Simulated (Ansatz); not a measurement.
`O=C=N[SiH](F)Cl`, charge 0, multiplicity 1.

(1) Give a relaxed structure at PBE0-D4/def2-TZVP (Ansatz). (An estimate is asked.)

## Answers

(1) The calculation gave: 
Cartesian coordinates in Å:
```
O -1.625 1.470 -2.033
C -1.095 0.758 -1.288
N -0.574 -0.016 -0.536
Si 0.517 -0.535 0.641
F -0.294 -0.843 1.962
Cl 1.869 0.922 1.049
H 1.202 -1.755 0.205
```
